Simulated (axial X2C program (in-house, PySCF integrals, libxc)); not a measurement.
# Levels of HgF by electron attachment to HgF⁺ (EOM-EA-CCSD)

Calculated with an in-house all-electron X2C program for linear molecules (integrals from PySCF): two-component X2C with atomic mean-field Coulomb and Gaunt terms, Gaussian nuclei, basis Hg dyall-acv3z, F dyall-av3z with contracted cores.

R = 2.041 Å (near the PBE0 minimum at charge 0 of the determinant lowest at the starting distance; the state shown can have its own minimum elsewhere).

Hartree–Fock spinors of HgF⁺ (one of each Kramers pair; a window near the gap, which can cut inner shells):

```
  ω  occupied  ε (eV)                     character
1/2       yes  -26.18              89% Hg d, 9% F p
3/2       yes  -26.09              96% Hg d, 4% F p
5/2       yes  -25.93                     100% Hg d
1/2       yes  -21.40              93% F p, 4% Hg d
3/2       yes  -21.33              92% F p, 5% Hg d
1/2       yes  -20.41    73% F p, 15% Hg s, 8% Hg d
1/2        no   -8.83   62% Hg s, 19% Hg p, 13% F p
1/2        no   -4.47     87% Hg p, 6% F p, 5% Hg d
3/2        no   -4.08     88% Hg p, 6% F p, 5% Hg d
1/2        no   -2.92  63% Hg p, 19% Hg s, 11% Hg d
1/2        no   -2.42  73% Hg s, 13% Hg p, 11% Hg d
1/2        no   -1.65                      99% Hg p
```

Levels of HgF obtained by attaching an electron to HgF⁺:

```
  Ω  binding energy (eV)  above lowest (cm⁻¹)                 attached spinor  one-particle weight
1/2                9.968                    0  62% Hg sσ, 18% Hg pσ, 14% F pσ                 0.96
1/2                5.196                38490                       87% Hg pπ                 0.97
3/2                4.697                42511              88% Hg pπ, 6% F pπ                 0.97
1/2                3.438                52667  68% Hg pσ, 13% Hg dσ, 7% Hg sσ                 0.91
1/2                2.659                58947             87% Hg sσ, 6% Hg pσ                 0.98
```

Task: Take the first Ω = 1/2 and Ω = 3/2 rows of π character: how far apart are they, and which lies lower?

Result: E(3/2) − E(1/2) = 42511 − 38490 = 4021 cm⁻¹ at EOM-EA-CCSD: regular, Ω = 1/2 lower. Splittings at this level can be off by ten to twenty per cent.

This point took 3.2 min on 1 thread of Intel(R) Xeon(R) Processor @ 2.30GHz (shared host).

Reference electrons by ω block (each with its −ω partner): 1/2: 25, 3/2: 13, 5/2: 5, 7/2: 1. 18 electrons of HgF⁺ correlated (inner shells frozen), 160 natural virtual spinors (a truncated set); levels can be off by some tenths of an eV. Roots sought by Ω: (1/2: 5, 3/2: 4, 5/2: 2, 7/2: 1); rows need 60 % one-particle weight and stop where some Ω has no more roots. Missing are any skipped roots, higher Ω and states of a further excitation; these come out far too high here and may in truth be low or lowest. T1 of the reference 0.037 (Lee–Taylor). The reference was not checked to be the lowest state of its species. Number of frozen shells: Hg 5 s, 4 p, 2 d, 1 f; F 1 s. Large amplitudes in the reference (orbital relaxation or multireference character) lower the reliability.
